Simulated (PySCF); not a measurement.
## Ionisation energy of Er⁶⁵⁺ by level of theory

Er⁶⁵⁺ [He] 2s1 (2S) → Er⁶⁶⁺ 1s2 (1S), as a difference of total energies. Computed with PySCF 2.14 in an uncontracted even-tempered set (18 s from 43 bohr⁻², ratio 2.2; 8 p from 65 bohr⁻², ratio 2.4; 5 d from 200 bohr⁻², ratio 2.4; 5 f from 290 bohr⁻², ratio 2.4; 4 g from 440 bohr⁻², ratio 2.4), with scalar relativity by spin-free X2C-1e. Correlated levels: nothing frozen; virtual orbitals above 40 to 60 times the deepest correlated orbital energy dropped. The calculations carry no spin-orbit coupling.

```csv
method,ionisation energy (eV),difference from reference (eV)
UHF,16294.2,+19.6
LDA,16282.9,+8.3
PBE,16301.0,+26.4
PBE0,16299.4,+24.8
r2SCAN,16290.4,+15.8
B97-3,16295.3,+20.7
TPSS,16299.5,+24.9
MP2 (all electrons),16294.4,+19.8
SCS-MP2 (all electrons),16294.4,+19.8
```

Reference: 16274.56 ± 0.12 eV (theoretical estimate listed by NIST; NIST Atomic Spectra Database, ionization energies).

For this ion Breit and QED terms and the two-electron picture change, all absent here, outweigh the differences among the correlated methods.
